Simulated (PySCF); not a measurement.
Computed properties of Si(CCH)(Cl)2(H) (C₂H₂Cl₂Si), SMILES [SiH](C#C)(Cl)Cl

Si(CCH)(Cl)2(H) (C2H2Cl2Si), SMILES [SiH](Cl)(Cl)C#C. Geometry: B3LYP-D3(BJ)/def2-SVP. Other conformers were not sampled. All values are computed for the isolated molecule unless a solvent is named; none is compared with measurement here.

**Structure.** The optimised structure has Cs symmetry. All 15 harmonic modes at B3LYP-D3(BJ)/def2-SVP (PySCF) are real, so it is a minimum. With heavy atoms numbered as in [SiH:1]([Cl:2])([Cl:3])[C:4]#[CH:5], the shortest bond between them is C4–C5 at 1.217 Å and the longest Si1–Cl3 at 2.064 Å.

**Vibrations.** The strongest infrared lines (harmonic, unscaled, degenerate partners summed) lie at 819 cm⁻¹ (205 km/mol, H 85 %, Si 11 %), 822 cm⁻¹ (166 km/mol, H 91 %, Si 8 %), 593 cm⁻¹ (135 km/mol, Si 58 %, Cl 36 %). The softest mode is at 109 cm⁻¹ and the zero-point energy is 19.9 kcal/mol.

**Electronic structure.** ωB97X/def2-TZVP (PySCF) places the frontier levels at -11.19 and 1.18 eV, a gap of 12.37 eV, and gives a dipole moment of 1.98 D and a mean polarisability of 66.2 bohr³. PBE/def2-TZVP (PySCF) at the same geometry gives -7.51 and -1.90 eV, so its gap is 6.76 eV narrower. An orbital gap is neither the optical nor the fundamental gap.

**Excitations.** TDA-PBE0/def2-SVPD (PySCF) has S1 at 5.84 eV (212 nm, f = 0.000, dark); the most intense of the 10 singlets computed lies at 7.48 eV (f = 0.07). T1 (TDA) is at 4.67 eV, 1.17 eV under S1. TDA-PBE/def2-SVPD (PySCF) puts S1 at 5.68 eV. No vertical singlet excitation falls in the visible range (under 3.1 eV).

**NMR.** GIAO shifts at PBE0/pcSseg-1 (PySCF) (non-relativistic, atoms alike by connectivity averaged): ¹³C from 86.9 to 108.6 ppm against TMS; ¹H from 3.0 to 5.9 ppm against TMS; ²⁹Si at -13.1 ppm against TMS. Without spin–orbit terms, shifts of atoms bonded to Cl or Br come out too high.

**Solvation.** SMD-B3LYP/6-31G* (PySCF) gives 0.4 kcal/mol in water, -4.3 kcal/mol in dichloromethane, -2.9 kcal/mol in toluene (1 M in both phases, gas-phase geometry); of these solvents dichloromethane holds the molecule best.
